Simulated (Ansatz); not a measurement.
System: sum formula TaOCl$_{2}$, charge 1, multiplicity 1. SMILES: [O]=[Ta+]([Cl])[Cl]
Geometry: optimised at B3LYP-D3(BJ)/def2-TZVP (Ansatz, a program for electronic structure).

Quantity: vertical electron affinity (to the doublet state of charge +0; a negative value means that the extra electron is unbound and the number depends on the basis; each state is the SCF solution reached for its spin), in eV. Valence correlation only, unless marked. UHF or UKS for open shells. No spin-orbit coupling. The frozen core is the preceding noble-gas configuration, with the filled d and f shells of earlier blocks. Past Kr the def2 sets carry scalar-relativistic core potentials. Basis-set limits of correlation are two-point, X^-3; Hartree-Fock from the larger set. The bracket is a focal-point correction in the basis named.

```tsv
level	program	vertical electron affinity (eV)
PBE/def2-TZVPD	Ansatz	…
r2SCAN/def2-TZVPD	Ansatz	8.17
B3LYP/def2-TZVPD	Ansatz	8.22
BHLYP/def2-TZVPD	Ansatz	…
CAM-B3LYP/def2-TZVPD	Ansatz	8.39
wB97X-V/def2-TZVPD	Ansatz	8.26
B2PLYP/def2-TZVPD	Ansatz	…
SCS-MP2/def2-SVPD	Ansatz	7.79
SCS-MP2/def2-TZVPPD	Ansatz	7.80
CCSD/def2-SVPD	Ansatz	8.18
CCSD/def2-TZVPPD	Ansatz	…
RI-MP2/CBS(def2-TZVPPD,def2-QZVPPD)+[CCSD(T)-MP2]/def2-TZVPPD	Ansatz	8.12
```

**Question.** What belongs in the gaps?

**Answer.** 
- PBE/def2-TZVPD, vertical electron affinity (eV): 7.95
- BHLYP/def2-TZVPD, vertical electron affinity (eV): 8.40
- B2PLYP/def2-TZVPD, vertical electron affinity (eV): 8.01
- CCSD/def2-TZVPPD, vertical electron affinity (eV): 8.19
